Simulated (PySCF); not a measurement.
## `O=CC1CCCC1`, C6H10O

Geometry:
| atom | x (Å) | y (Å) | z (Å) |
| --- | --- | --- | --- |
| O1 | 2.504 | -1.228 | 0.670 |
| C2 | 2.129 | -0.135 | 0.339 |
| C3 | 0.860 | 0.169 | -0.417 |
| C4 | -0.053 | -1.054 | -0.609 |
| C5 | -1.248 | -0.803 | 0.313 |
| C6 | -1.419 | 0.712 | 0.264 |
| C7 | 0.016 | 1.233 | 0.339 |
| H8 | 2.733 | 0.775 | 0.600 |
| H9 | 1.191 | 0.580 | -1.387 |
| H10 | 0.487 | -1.983 | -0.380 |
| H11 | -0.389 | -1.113 | -1.656 |
| H12 | -1.002 | -1.117 | 1.342 |
| H13 | -2.150 | -1.357 | 0.013 |
| H14 | -2.061 | 1.113 | 1.063 |
| H15 | -1.875 | 1.003 | -0.698 |
| H16 | 0.334 | 1.286 | 1.395 |
| H17 | 0.134 | 2.245 | -0.075 |

Computed with TDDFT CAM-B3LYP/aug-cc-pVDZ excited states, vertical, gas phase (PySCF 2.14.0). Geometry: PBE0-D3(BJ)/def2-SVP.

(1) Give the one- and two-photon strengths of the lowest singlets.

Answers

(1) δ for parallel linear polarisation; σ at the peak of a Lorentzian of half width 0.1 eV, single beam; Ω is circular over linear.
| state | E (eV) | f | photon λ (nm) | δ (au) | σ (GM) | Ω | main |
| --- | --- | --- | --- | --- | --- | --- | --- |
| S1 | 4.36 | 0.000 | 568 | 0.73 | 0.01 | 1.00 | HOMO→LUMO+1 0.66, HOMO→LUMO+3 0.12 |
| S2 | 6.64 | 0.014 | 373 | 142 | 2.30 | 0.38 | HOMO→LUMO 0.55, HOMO→LUMO+3 0.16 |
| S3 | 7.16 | 0.008 | 346 | 47.3 | 0.89 | 1.01 | HOMO→LUMO+2 0.42, HOMO→LUMO+3 0.25 |
| S4 | 7.26 | 0.051 | 342 | 34.7 | 0.67 | 1.17 | HOMO→LUMO+3 0.27, HOMO→LUMO+5 0.17 |
| S5 | 7.46 | 0.003 | 332 | 47.5 | 0.97 | 0.44 | HOMO→LUMO+4 0.31, HOMO→LUMO 0.21 |
| S6 | 7.90 | 0.015 | 314 | 15.2 | 0.35 | 0.55 | HOMO−2→LUMO+1 0.27, HOMO−1→LUMO+1 0.17 |

Among these, the strongest one-photon state is S4, the strongest two-photon state S2, with a dipole change of 6.0 D (relaxed, norm of the difference vector).
